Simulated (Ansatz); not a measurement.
Cartesian coordinates in Å:
```
N 0.5159 0.5933 2.3876
Si 0.5740 0.4402 0.6769
C 0.3757 -1.3087 -0.0099
Si -0.2013 -0.8321 -1.7542
Si -1.0644 1.1599 -0.8640
H 1.0740 1.2976 2.8418
H -0.3367 0.4226 2.8955
H 1.8926 0.9979 0.2637
H 1.2408 -1.9675 0.0778
H -0.4729 -1.7901 0.4924
H 0.9603 -0.5920 -2.6542
H -1.1054 -1.8229 -2.3992
H -0.9975 2.4574 -1.5875
H -2.4552 0.9442 -0.3666
```

The species carries charge 0 and has multiplicity 1.

(1) List the PBE/def2-TZVPP orbital energies in eV (Ansatz 0.2.0). (Best estimate.)

Results:

(1) Ansatz gave: Occupied: -1779.64, -1779.34, -1779.08, -380.13, -268.55, -137.31, -137.09, -136.88, -94.06, -94.05, -94.03, -93.82, -93.81, -93.81, -93.61, -93.60, -93.59, -21.16, -17.30, -13.52, -12.63, -12.24, -11.55, -10.30, -10.04, -8.54, -8.38, -7.84, -7.47, -7.04, -6.59, -5.51. Lowest empty: -1.31, -0.65, -0.34, 0.21, 0.28, 0.84, 0.99, 1.21.
